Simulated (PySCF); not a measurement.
Radial density of Xe⁺ (xenon, charge +1)

UHF, [Kr] 4d10 5s2 5p4 6s1, high-spin 4P determinant (an excited configuration). Computed with PySCF 2.14 in aug-cc-pVTZ-PP with one added diffuse shell each of d, f type with ECP28MDF (6s5p5d3f, 67 functions), with scalar relativity through the core potential. This is the valence pseudo-density: the core potential removes the inner electrons and smooths the orbitals near the nucleus.

| r (bohr) | 4πr²ρ (e/bohr) | 4πr²(ρα − ρβ) |
| --- | --- | --- |
| 0.00118 | 1.640e-05 | 0.0000 |
| 0.00199 | 4.598e-05 | 0.0000 |
| 0.00335 | 0.0001268 | 0.0000 |
| 0.00564 | 0.0003350 | 0.0000 |
| 0.00948 | 0.0007995 | 0.0000 |
| 0.0159 | 0.001610 | 0.0000 |
| 0.0268 | 0.002757 | 0.0001 |
| 0.0451 | 0.003725 | 0.0001 |
| 0.0759 | 0.006366 | 0.0001 |
| 0.128 | 0.03395 | 0.0005 |
| 0.215 | 0.3804 | 0.0043 |
| 0.361 | 5.271 | 0.0770 |
| 0.607 | 27.36 | 0.2859 |
| 1.02 | 15.21 | 0.0758 |
| 1.72 | 4.900 | 1.3068 |
| 2.89 | 1.341 | 0.5886 |
| 4.86 | 0.3074 | 0.2902 |
| 8.18 | 0.01670 | 0.0167 |

Energies and moments cover only the electrons outside the core potential. The outer electron is Rydberg-like, and this basis confines it to a smaller radius and binds it less than a complete one would.
